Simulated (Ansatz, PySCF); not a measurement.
Species: CH2I, charge 0, multiplicity 2. It need not be the lowest isomer of its formula. 
Geometry from a B3LYP-D3(BJ)/def2-TZVP (Ansatz, a first-principles code) optimisation:
SMILES: I[CH2]
```xyz
4

C     -1.3014    -1.1848     0.0432
I      0.2107     0.1918    -0.0070
H     -1.6801    -1.4924     1.0033
H     -1.6775    -1.5644    -0.8918
```
Charge 0, spin multiplicity 2.

Dipole moments at this geometry, in debye (magnitudes).

```csv
level,program,dipole (D)
SVWN5/def2-TZVPD,Ansatz,0.47
PBE/def2-TZVPD,Ansatz,0.56
BLYP/def2-TZVPD,Ansatz,0.50
B3LYP/def2-TZVPD,PySCF,0.66
r2SCAN0/def2-TZVPD,Ansatz,0.90
M06-2X/def2-TZVPD,PySCF,0.83
HSE06/def2-TZVPD,Ansatz,0.77
LC-wPBE/def2-TZVPD,Ansatz,0.85
wB97M-V/def2-TZVPD,Ansatz,0.73
CCSD(T)/def2-SVPD,Ansatz,…
```

### Question
Fill in the missing entries.

### Answer

- CCSD(T)/def2-SVPD, dipole (D): 0.67
